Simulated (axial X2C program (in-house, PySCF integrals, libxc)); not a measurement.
# RhC along the bond: BLYP, two-component

Calculated with an in-house all-electron X2C program for linear molecules (integrals from PySCF). Two-component (2c) means X2C with spin–orbit coupling and atomic mean-field two-electron Coulomb and Gaunt terms. Basis: Rh dyall-cv3z [12s12p8d5f3g], C dyall-v3z [7s6p2d1f] (cores contracted in-house); Gaussian nuclei, density fitting, unrestricted open shells. Masses: Rh 102.906 u, C 12.000 u.

State: Ω = 1/2 (⟨Sz⟩ = 0.50, ⟨Lz⟩ = 0.00 at BLYP). Dipoles are positive if C is the positive end.

```csv
R (Å),μ (D),HOMO (eV),LUMO (eV)
1.384,-0.721,-4.29,-3.71
1.448,-0.970,-4.37,-3.81
1.496,-1.144,-4.43,-3.87
1.543,-1.306,-4.47,-3.93
1.591,-1.456,-4.52,-3.98
1.647,-1.614,-4.56,-4.03
1.702,-1.754,-4.60,-4.07
1.774,-1.907,-4.64,-4.11
1.861,-2.051,-4.69,-4.15
1.989,-2.187,-4.75,-4.19
```

Question: The minimum lies at 1.628 Å. What is the dipole moment there, and its slope?

Answer: At BLYP, 2c, with the sign and origin stated: μ = -1.56 D, dμ/dR = -2.79 D/Å.

The state is one determinant whose occupation by symmetry is held fixed; it was picked as the lowest of a PBE0 search that is not exhaustive. Density functionals use the spin component along the axis (collinear).
